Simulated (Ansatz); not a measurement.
System: TeF3 (charge +1, singlet). It need not be the lowest isomer of its formula. SMILES: F[Te+](F)F
Structure (B3LYP-D3(BJ)/def2-TZVP (Ansatz, a quantum-chemistry and plane-wave program) minimum search):
```
Te
F 1 1.8267
F 1 1.8267 2 95.54
F 1 1.8267 2 95.54 3 96.13
```
Charge +1, spin multiplicity 1.

Parts of the frozen-core correlation energy in STO-3G (Ansatz, hartree). Frozen orbitals: 26; correlated occupied orbitals by spin: 13 and 13; virtual: 3 and 3. Spin-orbit coupling is left out. In def2 rows, elements after Kr have scalar-relativistic effective core potentials. STO-3G rows are all-electron and non-relativistic.

| term | value |
|---|---|
| reference (HF) | -6840.87558 |
| MP2 opposite-spin | -0.08001 |
| MP2 same-spin | -0.01439 |
| CCSD correlation | -0.12039 |
| (T) | -0.00921 |
| T1 diagnostic | 0.019 |
| largest doubles amplitude | 0.068 |
